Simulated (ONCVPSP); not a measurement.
# What one change does to a pseudopotential (tellurium (Te), ONCV)

- Element: Te
- Generator: ONCVPSP 4.0.1
- Type: optimised norm-conserving Vanderbilt (ONCV)
- Functional: PBE
- Relativity: fully relativistic
- Frozen core: [Kr]
- Valence charge: 16
- Reference configuration: 4d10 5s1.5 5p4.5
- Partial waves: 5s: rc 1.50 bohr, ncon 3, nbas 7, qcut 3.6 1/bohr, 1 projector; 5p: rc 2.20 bohr, ncon 4, nbas 8, qcut 3.5 1/bohr, 2 projectors, debl 3.8 Ha; 4d: rc 1.35 bohr, ncon 5, nbas 9, qcut 11.5 1/bohr, 2 projectors, debl 1.9 Ha
- Local potential: polynomial inside 1.30 bohr (lpopt 5, dvloc0 -1 Ha)
- Core correction: none

Open shells are filled in proportion to 2j + 1.

Change: s: rc 2.12.

Cutoffs: the cutoffs (Ha) at which the residual kinetic energy of the hardest occupied pseudo-wave falls to 1 and 0.1 mHa per electron; they do not see the model core or the augmentation charge, which bear on the density cutoff. Errors are all-electron minus pseudo energies relative to the spin-unpolarised reference configuration.

Problem. What does the change do?

Solution. The potential gets neither clearly harder nor softer (49 Ha and 65 Ha → 49 Ha and 56 Ha); both files keep a bound ghost (s); of the 4 tests that both files solve, the error grows in 3 and shrinks in 1 by more than 15 % and 0.3 meV (median size 1.4 → 2.6 meV).

| quantity | base | changed |
| --- | --- | --- |
| cutoff, loose | 49 Ha | 49 Ha |
| cutoff, tight | 65 Ha | 56 Ha |
| loose cutoff by channel | s 19 Ha, p 7.1 Ha, d 49 Ha | s 6.4 Ha, p 7.1 Ha, d 49 Ha |
| bound ghosts | s | s |
| GHOST(+) flags under 300 eV | p3/2 at 82.9 eV, p1/2 at 92.1 eV | p3/2 at 82.9 eV, p1/2 at 92.1 eV |
| error for 4d10 5s2 5p4, meV [ΔE -4.59 eV] | +1.6 | -2.3 |
| error for 4d10 5s2 5p3, meV [ΔE 5.16 eV] | +1.1 | -2.9 |
| error for 4d10 5s2 5p2, meV [ΔE 23.11 eV] | +2.5 | +0.9 |
| error for 4d10 5s2 5p3.5, meV [ΔE -0.68 eV] | +1.2 | -2.9 |
| p3/2: phases at 2.23 bohr within 0.05 rad from the reference energy up to (Ha; the scan ends near 5) | 2.9 | 2.9 |
| p1/2: phases at 2.23 bohr within 0.05 rad from the reference energy up to (Ha; the scan ends near 5) | 3.3 | 3.3 |
| d5/2: phases at 1.37 bohr within 0.05 rad from the reference energy up to (Ha; the scan ends near 5) | to the end of the scan | to the end of the scan |
| d3/2: phases at 1.37 bohr within 0.05 rad from the reference energy up to (Ha; the scan ends near 5) | to the end of the scan | to the end of the scan |

 A true bound ghost makes a file unfit for plane-wave use even where its test errors are small: the radial tests pick states by their node count and pass the ghost by.
